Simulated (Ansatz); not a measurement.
`FBC1N[SiH2]1`, charge 0, multiplicity 1.

(1) Give a relaxed structure at PBE0-D4/def2-TZVP (Ansatz 0.2.0). (Best estimate.)

Results:

(1) Ansatz gave: 
Z-matrix (Å, degrees):
```
C
B 1 1.522
Si 1 1.868 2 112.8
N 1 1.495 2 120.7 3 -67.9
H 1 1.091 2 118.6 3 132.3
F 2 1.330 1 121.1 3 63.6
H 2 1.201 1 121.3 3 -112.1
H 3 1.479 1 116.4 2 137.3
H 3 1.474 1 123.3 2 -14.7
H 4 1.010 1 114.1 2 -142.4
```
This is one stationary point; other conformers may exist.
